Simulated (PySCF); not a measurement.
# SrCl: frontier orbitals

UHF at R = 2.596 Å; PySCF, scalar-relativistic core potentials, basis sets Sr def2-SVP with ECP28, Cl def2-SVP. State: ²Σ⁺ (doublet), unpaired electrons σ ↑. Only the outer orbitals are listed, counted within each symmetry, core potentials removing the inner ones.

```tsv
spin	orbital	occ.	ε (eV)	on Sr (%)	main shells (%)
α	5σ	1	-30.54	91	91 Sr p
α	2π	1	-30.27	100	100 Sr p
α	2π	1	-30.27	100	100 Sr p
α	6σ	1	-26.48	11	89 Cl s, 9 Sr p
α	7σ	1	-11.34	11	88 Cl p
α	3π	1	-10.76	6	94 Cl p
α	3π	1	-10.76	6	94 Cl p
α	8σ	1	-5.49	99	81 Sr s, 17 Sr p
α	4π	0	0.28	100	85 Sr p, 15 Sr d
α	4π	0	0.28	100	85 Sr p, 15 Sr d
α	9σ	0	0.84	100	49 Sr p, 45 Sr d
β	5σ	1	-30.39	90	90 Sr p, 8 Cl s
β	2π	1	-30.19	100	100 Sr p
β	2π	1	-30.19	100	100 Sr p
β	6σ	1	-26.44	11	89 Cl s, 9 Sr p
β	7σ	1	-11.24	11	88 Cl p
β	3π	1	-10.77	6	94 Cl p
β	3π	1	-10.77	6	94 Cl p
β	8σ	0	-0.06	100	89 Sr s
β	4π	0	1.29	100	90 Sr p, 10 Sr d
β	4π	0	1.29	100	90 Sr p, 10 Sr d
```

Which are the highest filled and the lowest empty level, where do they sit, and how wide is the gap?

Highest filled α 8σ at -5.49 eV (in %: 81 Sr s, 17 Sr p); lowest empty β 8σ at -0.06 eV (in %: 89 Sr s); the gap at UHF is 5.43 eV.

- bond order (Mayer): 0.89
- ⟨S²⟩: 0.751
- charge on Sr (Mulliken, basis-dependent): 0.51
- charge on Sr (Löwdin, basis-dependent): 0.22
- dipole moment (positive dipole means Sr(−)Cl(+)): -4.32 D

Spin–orbit coupling is left out. The state was picked by a PBE0 search and need not be the measured ground state.
